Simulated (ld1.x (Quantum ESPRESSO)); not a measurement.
## Scattering properties, RRKJ potential for Ga (Z = 31)

* Element: gallium (Ga)
* Generator: ld1.x (Quantum ESPRESSO) 7.5
* Type: norm-conserving RRKJ (Kleinman–Bylander form)
* Functional: PBE
* Relativity: fully relativistic
* Frozen core: [Ar] 3d10
* Valence charge: 3
* Reference configuration: 4s2 4p1
* Partial waves: 4p (bound): rc 2.30 bohr; 4s (bound): rc 1.75 bohr
* Local potential: the s channel
* Core correction: a·sin(br)/r model core inside 1.60 bohr

Open shells are filled in proportion to 2j + 1 (rel_dist='average').

The phase is arctan(r·u′/u) with u = r·R(r), unwrapped; energies in Ry, scanned from -3 to 5 Ry. A pole is an energy at which the radial function vanishes at the test radius. The pseudo phase is shifted by a multiple of π to meet the all-electron one at the reference energy, and phase errors are pseudo minus all-electron; the curves can meet again beyond the range given. Levels narrower than the energy grid can be missing from the lists of poles.

Problem. For each channel, where are the poles, and over which energies does the pseudopotential scatter like the atom?

Solution.

```csv
channel,radius (bohr),reference energy (Ry),"poles, all-electron","poles, pseudo",unbroken range about the reference energy with phases within 0.05 rad,phase error 1 Ry above the reference energy (rad)
s,2.52,-0.66,0.66,0.64,below 2.8,-0.002
p1/2,2.52,-0.20,1.76,1.77,below 4.6,+0.001
p3/2,2.52,-0.19,1.83,1.82,the whole range,-0.001
```

Phases in the p1/2 channel:

```json
{"E (Ry)": "-3.00", "all-electron": "1.313", "pseudo": "1.313"}
{"E (Ry)": "-2.76", "all-electron": "1.299", "pseudo": "1.299"}
{"E (Ry)": "-2.52", "all-electron": "1.282", "pseudo": "1.282"}
{"E (Ry)": "-2.28", "all-electron": "1.263", "pseudo": "1.263"}
{"E (Ry)": "-2.04", "all-electron": "1.238", "pseudo": "1.238"}
{"E (Ry)": "-1.80", "all-electron": "1.208", "pseudo": "1.208"}
{"E (Ry)": "-1.56", "all-electron": "1.169", "pseudo": "1.169"}
{"E (Ry)": "-1.32", "all-electron": "1.116", "pseudo": "1.116"}
{"E (Ry)": "-1.08", "all-electron": "1.040", "pseudo": "1.040"}
{"E (Ry)": "-0.84", "all-electron": "0.924", "pseudo": "0.924"}
{"E (Ry)": "-0.60", "all-electron": "0.730", "pseudo": "0.730"}
{"E (Ry)": "-0.36", "all-electron": "0.380", "pseudo": "0.380"}
{"E (Ry)": "-0.12", "all-electron": "-0.186", "pseudo": "-0.186"}
{"E (Ry)": "0.12", "all-electron": "-0.736", "pseudo": "-0.736"}
{"E (Ry)": "0.36", "all-electron": "-1.068", "pseudo": "-1.068"}
{"E (Ry)": "0.60", "all-electron": "-1.254", "pseudo": "-1.253"}
{"E (Ry)": "0.84", "all-electron": "-1.367", "pseudo": "-1.366"}
{"E (Ry)": "1.08", "all-electron": "-1.443", "pseudo": "-1.442"}
{"E (Ry)": "1.32", "all-electron": "-1.498", "pseudo": "-1.497"}
{"E (Ry)": "1.56", "all-electron": "-1.541", "pseudo": "-1.540"}
{"E (Ry)": "1.80", "all-electron": "-1.577", "pseudo": "-1.575"}
{"E (Ry)": "2.04", "all-electron": "-1.607", "pseudo": "-1.606"}
{"E (Ry)": "2.28", "all-electron": "-1.636", "pseudo": "-1.633"}
{"E (Ry)": "2.52", "all-electron": "-1.662", "pseudo": "-1.660"}
{"E (Ry)": "2.76", "all-electron": "-1.689", "pseudo": "-1.685"}
{"E (Ry)": "3.00", "all-electron": "-1.717", "pseudo": "-1.712"}
{"E (Ry)": "3.24", "all-electron": "-1.747", "pseudo": "-1.741"}
{"E (Ry)": "3.48", "all-electron": "-1.781", "pseudo": "-1.773"}
{"E (Ry)": "3.72", "all-electron": "-1.821", "pseudo": "-1.810"}
{"E (Ry)": "3.96", "all-electron": "-1.871", "pseudo": "-1.856"}
{"E (Ry)": "4.20", "all-electron": "-1.937", "pseudo": "-1.914"}
{"E (Ry)": "4.44", "all-electron": "-2.029", "pseudo": "-1.994"}
{"E (Ry)": "4.68", "all-electron": "-2.169", "pseudo": "-2.110"}
{"E (Ry)": "4.92", "all-electron": "-2.398", "pseudo": "-2.294"}
```
